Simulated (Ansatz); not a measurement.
Ansatz (a first-principles code) input (B3LYP/6-31G*):

Ansatz 0.2 input:
```yaml
crystal:
  periodic: [false, false, false]
  atoms:
    - {symbol: F, position_ang: [2.47658460, 0.35867629, -1.75111363]}
    - {symbol: C, position_ang: [1.27248097, 0.22642798, -1.26057874]}
    - {symbol: C, position_ang: [0.84642682, -0.46747158, -0.21359350]}
    - {symbol: F, position_ang: [1.69082515, -1.25137748, 0.50759585]}
    - {symbol: C, position_ang: [-0.53131293, -0.43817417, 0.24592112]}
    - {symbol: F, position_ang: [-1.12870208, -1.63578307, 0.43827100]}
    - {symbol: C, position_ang: [-1.23930815, 0.66500019, 0.50523116]}
    - {symbol: F, position_ang: [-2.50575694, 0.64415783, 0.87057184]}
    - {symbol: F, position_ang: [-0.76514189, 1.89380483, 0.41668822]}
basis:
  gaussian:
    orbitals: 6-31G*
hamiltonian:
  xc: {name: B3LYP}
magnetization: {spin_polarized: true, initial_magnetization: 1}
phonons: {temperatures: {t_min: 298.15, t_max: 298.15, t_step: 100}}
```

Output:

```
Functional definition: B3LYP
integrals: 0.10 GiB planned
1339 factors; integrals over basis functions are off by at most 2.5e-4 eV
mean field: 1.53 GiB planned
mean field evaluation 1: about -17723.5548 eV, gradient 2.8e1 eV
mean field evaluation 2: about -17721.9192 eV, gradient 3.5e1 eV
mean field evaluation 4: about -17726.4139 eV, gradient 2.4e0 eV
mean field evaluation 8: about -17726.4905 eV, gradient 2.4e-1 eV
mean field evaluation 16: about -17726.4927 eV, gradient 3.5e-3 eV
mean field -17726.49273186 eV, -651.4365924477 hartree, gradient 2.0e-5 eV, S^2 0.761815; 2 other end points of the search recorded, 0 dependent functions left out
the calculation of the forces begins
reference -17726.49288421 eV, -651.4365980463 hartree; 35, 34 occupied and 100, 101 virtual orbitals, 1339 factors
these checks for a lower state are left out or cut short: stability, starts, cluster_reference, orbital_swaps, neighbouring_geometries, increment
integrals: 0.10 GiB planned
1339 factors; integrals over basis functions are off by at most 2.5e-4 eV
mean field: 1.53 GiB planned
mean field evaluation 32: about -17726.4925 eV, gradient 1.2e-1 eV
mean field -17726.49261015 eV, -651.4365879748 hartree, gradient 1.5e-6 eV, S^2 0.761850; 0 other end points of the search recorded, 0 dependent functions left out
the calculation of the forces begins
reference -17726.49276250 eV, -651.4365935734 hartree; 35, 34 occupied and 100, 101 virtual orbitals, 1339 factors
these checks for a lower state are left out or cut short: stability, starts, cluster_reference, orbital_swaps, neighbouring_geometries, increment
integrals: 0.10 GiB planned
1339 factors; integrals over basis functions are off by at most 2.5e-4 eV
mean field: 1.53 GiB planned
mean field -17726.49260780 eV, -651.4365878885 hartree, gradient 2.6e-6 eV, S^2 0.761780; 0 other end points of the search recorded, 0 dependent functions left out
the calculation of the forces begins
reference -17726.49276015 eV, -651.4365934871 hartree; 35, 34 occupied and 100, 101 virtual orbitals, 1339 factors
these checks for a lower state are left out or cut short: stability, starts, cluster_reference, orbital_swaps, neighbouring_geometries, increment
integrals: 0.10 GiB planned
1339 factors; integrals over basis functions are off by at most 2.5e-4 eV
mean field: 1.53 GiB planned
mean field -17726.49272433 eV, -651.4365921709 hartree, gradient 3.0e-6 eV, S^2 0.761819; 0 other end points of the search recorded, 0 dependent functions left out
the calculation of the forces begins
reference -17726.49287668 eV, -651.4365977696 hartree; 35, 34 occupied and 100, 101 virtual orbitals, 1339 factors
these checks for a lower state are left out or cut short: stability, starts, cluster_reference, orbital_swaps, neighbouring_geometries, increment
integrals: 0.10 GiB planned
1339 factors; integrals over basis functions are off by at most 2.5e-4 eV
mean field: 1.53 GiB planned
mean field -17726.49272395 eV, -651.4365921568 hartree, gradient 2.8e-6 eV, S^2 0.761812; 0 other end points of the search recorded, 0 dependent functions left out
the calculation of the forces begins
reference -17726.49287629 eV, -651.4365977553 hartree; 35, 34 occupied and 100, 101 virtual orbitals, 1339 factors
these checks for a lower state are left out or cut short: stability, starts, cluster_reference, orbital_swaps, neighbouring_geometries, increment
integrals: 0.10 GiB planned
1339 factors; integrals over basis functions are off by at most 2.5e-4 eV
mean field: 1.53 GiB planned
mean field -17726.49270178 eV, -651.4365913422 hartree, gradient 2.5e-6 eV, S^2 0.761817; 0 other end points of the search recorded, 0 dependent functions left out
the calculation of the forces begins
reference -17726.49285414 eV, -651.4365969412 hartree; 35, 34 occupied and 100, 101 virtual orbitals, 1339 factors
these checks for a lower state are left out or cut short: stability, starts, cluster_reference, orbital_swaps, neighbouring_geometries, increment
integrals: 0.10 GiB planned
1339 factors; integrals over basis functions are off by at most 2.5e-4 eV
mean field: 1.53 GiB planned
mean field evaluation 64: about -17726.4927 eV, gradient 7.6e-5 eV
mean field -17726.49270244 eV, -651.4365913662 hartree, gradient 1.3e-6 eV, S^2 0.761814; 0 other end points of the search recorded, 0 dependent functions left out
the calculation of the forces begins
reference -17726.49285477 eV, -651.4365969644 hartree; 35, 34 occupied and 100, 101 virtual orbitals, 1339 factors
these checks for a lower state are left out or cut short: stability, starts, cluster_reference, orbital_swaps, neighbouring_geometries, increment
integrals: 0.10 GiB planned
1339 factors; integrals over basis functions are off by at most 2.5e-4 eV
mean field: 1.53 GiB planned
[...]
reference -17726.49283451 eV, -651.4365962198 hartree; 35, 34 occupied and 100, 101 virtual orbitals, 1339 factors
these checks for a lower state are left out or cut short: stability, starts, cluster_reference, orbital_swaps, neighbouring_geometries, increment
integrals: 0.10 GiB planned
1339 factors; integrals over basis functions are off by at most 2.5e-4 eV
mean field: 1.53 GiB planned
mean field evaluation 288: about -17726.4926 eV, gradient 2.5e-6 eV
mean field -17726.49259934 eV, -651.4365875776 hartree, gradient 2.5e-6 eV, S^2 0.761813; 0 other end points of the search recorded, 0 dependent functions left out
the calculation of the forces begins
reference -17726.49275170 eV, -651.4365931768 hartree; 35, 34 occupied and 100, 101 virtual orbitals, 1339 factors
these checks for a lower state are left out or cut short: stability, starts, cluster_reference, orbital_swaps, neighbouring_geometries, increment
integrals: 0.10 GiB planned
1339 factors; integrals over basis functions are off by at most 2.5e-4 eV
mean field: 1.53 GiB planned
mean field -17726.49259956 eV, -651.4365875855 hartree, gradient 2.1e-6 eV, S^2 0.761818; 0 other end points of the search recorded, 0 dependent functions left out
the calculation of the forces begins
reference -17726.49275189 eV, -651.4365931835 hartree; 35, 34 occupied and 100, 101 virtual orbitals, 1339 factors
these checks for a lower state are left out or cut short: stability, starts, cluster_reference, orbital_swaps, neighbouring_geometries, increment
integrals: 0.10 GiB planned
1339 factors; integrals over basis functions are off by at most 2.5e-4 eV
mean field: 1.53 GiB planned
mean field -17726.49270844 eV, -651.4365915868 hartree, gradient 2.2e-6 eV, S^2 0.761817; 0 other end points of the search recorded, 0 dependent functions left out
the calculation of the forces begins
reference -17726.49286078 eV, -651.4365971851 hartree; 35, 34 occupied and 100, 101 virtual orbitals, 1339 factors
these checks for a lower state are left out or cut short: stability, starts, cluster_reference, orbital_swaps, neighbouring_geometries, increment
integrals: 0.10 GiB planned
1339 factors; integrals over basis functions are off by at most 2.5e-4 eV
mean field: 1.53 GiB planned
mean field -17726.49270822 eV, -651.4365915789 hartree, gradient 2.3e-6 eV, S^2 0.761814; 0 other end points of the search recorded, 0 dependent functions left out
the calculation of the forces begins
reference -17726.49286058 eV, -651.4365971778 hartree; 35, 34 occupied and 100, 101 virtual orbitals, 1339 factors
these checks for a lower state are left out or cut short: stability, starts, cluster_reference, orbital_swaps, neighbouring_geometries, increment
integrals: 0.10 GiB planned
1339 factors; integrals over basis functions are off by at most 2.5e-4 eV
mean field: 1.53 GiB planned
mean field -17726.49271627 eV, -651.4365918745 hartree, gradient 1.4e-6 eV, S^2 0.761814; 0 other end points of the search recorded, 0 dependent functions left out
the calculation of the forces begins
reference -17726.49286863 eV, -651.4365974738 hartree; 35, 34 occupied and 100, 101 virtual orbitals, 1339 factors
these checks for a lower state are left out or cut short: stability, starts, cluster_reference, orbital_swaps, neighbouring_geometries, increment
integrals: 0.10 GiB planned
1339 factors; integrals over basis functions are off by at most 2.5e-4 eV
mean field: 1.53 GiB planned
mean field -17726.49271427 eV, -651.4365918009 hartree, gradient 1.5e-6 eV, S^2 0.761817; 0 other end points of the search recorded, 0 dependent functions left out
the calculation of the forces begins
reference -17726.49286659 eV, -651.4365973988 hartree; 35, 34 occupied and 100, 101 virtual orbitals, 1339 factors
these checks for a lower state are left out or cut short: stability, starts, cluster_reference, orbital_swaps, neighbouring_geometries, increment
integrals: 0.10 GiB planned
1339 factors; integrals over basis functions are off by at most 2.5e-4 eV
mean field: 1.53 GiB planned
mean field evaluation 320: about -17726.4927 eV, gradient 8.2e-2 eV
mean field -17726.49269570 eV, -651.4365911186 hartree, gradient 1.2e-6 eV, S^2 0.761819; 0 other end points of the search recorded, 0 dependent functions left out
the calculation of the forces begins
reference -17726.49284805 eV, -651.4365967175 hartree; 35, 34 occupied and 100, 101 virtual orbitals, 1339 factors
these checks for a lower state are left out or cut short: stability, starts, cluster_reference, orbital_swaps, neighbouring_geometries, increment
integrals: 0.10 GiB planned
1339 factors; integrals over basis functions are off by at most 2.5e-4 eV
mean field: 1.53 GiB planned
mean field -17726.49269350 eV, -651.4365910379 hartree, gradient 1.9e-6 eV, S^2 0.761811; 0 other end points of the search recorded, 0 dependent functions left out
the calculation of the forces begins
reference -17726.49284584 eV, -651.4365966362 hartree; 35, 34 occupied and 100, 101 virtual orbitals, 1339 factors
these checks for a lower state are left out or cut short: stability, starts, cluster_reference, orbital_swaps, neighbouring_geometries, increment
integrals: 0.10 GiB planned
1339 factors; integrals over basis functions are off by at most 2.6e-4 eV
mean field: 1.53 GiB planned
mean field -17726.49260408 eV, -651.4365877516 hartree, gradient 2.6e-6 eV, S^2 0.761818; 0 other end points of the search recorded, 0 dependent functions left out
the calculation of the forces begins
reference -17726.49275646 eV, -651.4365933516 hartree; 35, 34 occupied and 100, 101 virtual orbitals, 1339 factors
these checks for a lower state are left out or cut short: stability, starts, cluster_reference, orbital_swaps, neighbouring_geometries, increment
integrals: 0.10 GiB planned
1339 factors; integrals over basis functions are off by at most 2.5e-4 eV
mean field: 1.53 GiB planned
mean field -17726.49260583 eV, -651.4365878160 hartree, gradient 2.5e-6 eV, S^2 0.761813; 0 other end points of the search recorded, 0 dependent functions left out
the calculation of the forces begins
reference -17726.49275814 eV, -651.4365934132 hartree; 35, 34 occupied and 100, 101 virtual orbitals, 1339 factors
these checks for a lower state are left out or cut short: stability, starts, cluster_reference, orbital_swaps, neighbouring_geometries, increment
integrals: 0.10 GiB planned
1339 factors; integrals over basis functions are off by at most 2.5e-4 eV
mean field: 1.53 GiB planned
mean field -17726.49272357 eV, -651.4365921431 hartree, gradient 1.3e-6 eV, S^2 0.761814; 0 other end points of the search recorded, 0 dependent functions left out
the calculation of the forces begins
reference -17726.49287595 eV, -651.4365977427 hartree; 35, 34 occupied and 100, 101 virtual orbitals, 1339 factors
these checks for a lower state are left out or cut short: stability, starts, cluster_reference, orbital_swaps, neighbouring_geometries, increment
integrals: 0.10 GiB planned
1339 factors; integrals over basis functions are off by at most 2.5e-4 eV
mean field: 1.53 GiB planned
mean field evaluation 352: about -17726.4927 eV, gradient 5.1e-5 eV
mean field -17726.49272501 eV, -651.4365921959 hartree, gradient 1.6e-6 eV, S^2 0.761817; 0 other end points of the search recorded, 0 dependent functions left out
the calculation of the forces begins
reference -17726.49287733 eV, -651.4365977934 hartree; 35, 34 occupied and 100, 101 virtual orbitals, 1339 factors
Total energy: -17726.49288421 eV, -651.4365980463 hartree
Atom 0 at     2.476585     0.358676    -1.751114 Å, force     0.000234     0.000086    -0.000141 eV/Å
Atom 1 at     1.272481     0.226428    -1.260579 Å, force    -0.000015    -0.000697     0.001042 eV/Å
Atom 2 at     0.846427    -0.467472    -0.213593 Å, force    -0.001591     0.001153     0.000690 eV/Å
Atom 3 at     1.690825    -1.251377     0.507596 Å, force    -0.000005     0.000017    -0.000586 eV/Å
Atom 4 at    -0.531313    -0.438174     0.245921 Å, force     0.001886    -0.000197    -0.001390 eV/Å
Atom 5 at    -1.128702    -1.635783     0.438271 Å, force    -0.000153     0.000058     0.000333 eV/Å
Atom 6 at    -1.239308     0.665000     0.505231 Å, force    -0.001008     0.000132    -0.000074 eV/Å
Atom 7 at    -2.505757     0.644158     0.870572 Å, force     0.000219     0.000044     0.000417 eV/Å
Atom 8 at    -0.765142     1.893805     0.416688 Å, force     0.000435    -0.000595    -0.000293 eV/Å
Dipole moment:    -0.013231     0.185665    -0.103626 e Å
Vibrations: 48.62 101.44 120.54 199.20 239.43 251.82 341.41 385.67 437.51 509.73 569.49 618.03 651.44 823.46 1015.23 1181.37 1212.38 1353.56 1392.17 1770.58 1823.86 cm⁻¹, zero-point energy 0.932791 eV
```

The blocks after the first are displaced geometries, from whose forces the wavenumbers follow.
